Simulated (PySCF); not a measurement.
O2P2, SMILES p12op1o2.

The structure is a stationary point at B3LYP-D3(BJ)/def2-SVP.

All values below come from PySCF with SMD-B3LYP/def2-SVP.

Solvation free energies are E(SMD) − E(gas) at the gas-phase geometry, for 1 M in both phases. In vacuum the dipole moment is 0.00 D.

```csv
solvent,ΔG(solv) (kcal/mol),its non-electrostatic (CDS) part,dipole (D)
water,0.1,3.1,0.00
n-hexane,[?],[?],[?]
diethylether,-1.5,-0.6,0.00
```

Task: Fill in the missing entries. (The exact figures need the calculation; the answer reports its results.)

Result: 
- n-hexane, ΔG(solv) (kcal/mol): -0.4
- n-hexane, its non-electrostatic (CDS) part: 0.1
- n-hexane, dipole (D): 0.00
